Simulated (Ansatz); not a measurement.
```xyz
12

N     1.1360   -0.7755    1.7734
Si    0.4159   -0.7649    0.2192
C    -1.4697   -0.4059   -0.0202
O    -1.5294    0.6748   -0.9663
Al    0.1091    1.1482   -1.2222
O     0.5686    2.4657   -2.1744
H     1.3358   -1.6325    2.2599
H     1.1467    0.0230    2.3831
H     0.7833   -2.0755   -0.3901
H    -2.0095   -1.2708   -0.4232
H    -1.9550   -0.1144    0.9189
H     1.4681    2.7279   -2.3580
```

Total charge 0; spin multiplicity 1.

Task: List the CAM-B3LYP/def2-TZVPP orbital energies in eV (Ansatz). (An estimate is asked.)

Result: Computed: Occupied: -1800.83, -1526.07, -522.11, -521.59, -391.11, -279.37, -145.37, -114.12, -100.71, -100.70, -100.66, -74.84, -74.70, -74.67, -28.81, -28.53, -25.42, -19.69, -16.45, -15.67, -15.51, -13.79, -13.62, -13.05, -11.68, -11.56, -10.93, -9.98, -9.20, -8.75, -7.86. Lowest empty: 0.01, 0.62, 1.55, 1.94, 2.57, 2.85, 2.96, 3.29.
